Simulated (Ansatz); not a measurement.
Process, species as SMILES: [Cl][Ga] (Cl-Ga) (closed-shell singlet) → Cl atom + Ga atom
B3LYP-D3(BJ)/def2-TZVP geometries, fixed; electronic energies without zero-point terms.

Basis-set convergence of the atomisation energy at wB97M-V with Ansatz (an electronic-structure program). All functions are spherical. The program fits the integrals of some runs and decomposes those of others, by size. Open shells are unrestricted. The functional holds VV10 correlation; no added dispersion term, no relativity. Functions are those of the species that has most. Reference: the value in aug-cc-pV(5+d)Z, 112.68 kcal/mol, itself unsure by roughly 0.08 kcal/mol (its mean distance from pcseg-4, aug-pcseg-3, aug-cc-pV(Q+d)Z). Deviations are taken from unrounded values.

| basis | functions | atomisation energy (kcal/mol) |
|---|---|---|
| pcseg-1 | 45 | 110.45 |
| aug-pcseg-1 | 63 | 111.11 |
| cc-pV(D+d)Z | 50 | 111.21 |
| aug-cc-pV(D+d)Z | 68 | 111.78 |
| def2-SVP | 50 | 113.06 |
| def2-SVPD | 65 | 113.47 |
| pcseg-2 | 77 | 111.82 |
| aug-pcseg-2 | 109 | 112.52 |
| cc-pV(T+d)Z | 82 | 113.01 |
| aug-cc-pV(T+d)Z | 114 | 113.01 |
| def2-TZVP | 85 | 113.27 |
| def2-TZVPD | 100 | 113.36 |
| def2-TZVPP | 90 | 113.27 |
| def2-TZVPPD | 105 | 113.35 |
| cc-pV(Q+d)Z | 132 | 112.82 |
| aug-cc-pV(Q+d)Z | 182 | 112.84 |
| pcseg-3 | 132 | 112.58 |
| aug-pcseg-3 | 182 | 112.61 |
| def2-QZVPP | 159 | 112.83 |
| def2-QZVPPD | 174 | 112.84 |
| cc-pV(5+d)Z | 204 | 112.68 |
| aug-cc-pV(5+d)Z | 276 | 112.68 |

What the diffuse functions change, pair by pair:
- pcseg-1 to aug-pcseg-1: 18 more functions, deviation -2.23 to -1.57 kcal/mol
- cc-pV(D+d)Z to aug-cc-pV(D+d)Z: 18 more functions, deviation -1.47 to -0.89 kcal/mol
- def2-SVP to def2-SVPD: 15 more functions, deviation 0.39 to 0.79 kcal/mol
- pcseg-2 to aug-pcseg-2: 32 more functions, deviation -0.86 to -0.16 kcal/mol
- cc-pV(T+d)Z to aug-cc-pV(T+d)Z: 32 more functions, deviation 0.33 to 0.33 kcal/mol
- def2-TZVP to def2-TZVPD: 15 more functions, deviation 0.59 to 0.68 kcal/mol
- def2-TZVPP to def2-TZVPPD: 15 more functions, deviation 0.59 to 0.67 kcal/mol
- cc-pV(Q+d)Z to aug-cc-pV(Q+d)Z: 50 more functions, deviation 0.14 to 0.16 kcal/mol
- pcseg-3 to aug-pcseg-3: 50 more functions, deviation -0.10 to -0.07 kcal/mol
- def2-QZVPP to def2-QZVPPD: 15 more functions, deviation 0.15 to 0.16 kcal/mol
- cc-pV(5+d)Z to aug-cc-pV(5+d)Z: 72 more functions, deviation 0.00 to 0.00 kcal/mol

Leaving out the reference's own pair, they bring the value nearer the reference by more than 0.08 kcal/mol in 3 of 10 pairs.
